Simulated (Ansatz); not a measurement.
Ansatz (a first-principles code) input:

Ansatz 0.2 input:
```yaml
crystal:
  periodic: [false, false, false]
  atoms:
    - {symbol: C, position_ang: [2.72372381, -0.01097406, 0.11448644]}
    - {symbol: Si, position_ang: [0.97319063, 0.45356658, 0.45845072]}
    - {symbol: C, position_ang: [-0.24510953, -0.57988150, -0.54045629]}
    - {symbol: Si, position_ang: [-2.05266173, -0.16827111, -0.24740730]}
    - {symbol: H, position_ang: [3.30524489, 0.44076332, -0.68172290]}
    - {symbol: H, position_ang: [3.24371529, -0.78778707, 0.66435292]}
    - {symbol: H, position_ang: [0.76649230, 1.88362528, 0.11959895]}
    - {symbol: H, position_ang: [0.68505956, 0.25767231, 1.90109361]}
    - {symbol: H, position_ang: [-0.02161032, -0.45246945, -1.60396146]}
    - {symbol: H, position_ang: [-0.08089422, -1.63618036, -0.30701455]}
    - {symbol: H, position_ang: [-2.40163671, -0.37322994, 1.17892270]}
    - {symbol: H, position_ang: [-2.32046594, 1.24749229, -0.59684085]}
    - {symbol: H, position_ang: [-2.93499508, -1.02888963, -1.07321727]}
basis:
  gaussian:
    orbitals: def2-TZVPD
hamiltonian:
  xc: {name: HSE06}
magnetization: {spin_polarized: true, initial_magnetization: 1}
output: {forces: true}
```

Question: Which total energy does the run end on?

Answer: -660.23617 Eh (HSE06/def2-TZVPD). The basis has 241 functions.

It need not be the lowest isomer of its formula.
